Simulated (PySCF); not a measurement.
## Electron correlation in F⁻ (fluorine, charge -1)

[Ne], closed-shell 1S. Calculation: PySCF 2.14, in aug-cc-pVTZ-DK (5s4p3d2f, 46 functions); the spin-free X2C one-electron Hamiltonian (Gaussian nucleus). Frozen: 1s2; 8 electrons correlated.

```
  level  correlation energy (mhartree)
   CCSD                        -288.73
    (T)                         -10.26
CCSD(T)                        -298.99
```

Diagnostics: T1 = 0.021, D1 = 0.0334, largest double amplitude 0.037.

**Question.** Is a single reference adequate?

**Answer.** Yes: T1 lies below 0.03 and no double amplitude reaches 0.07.
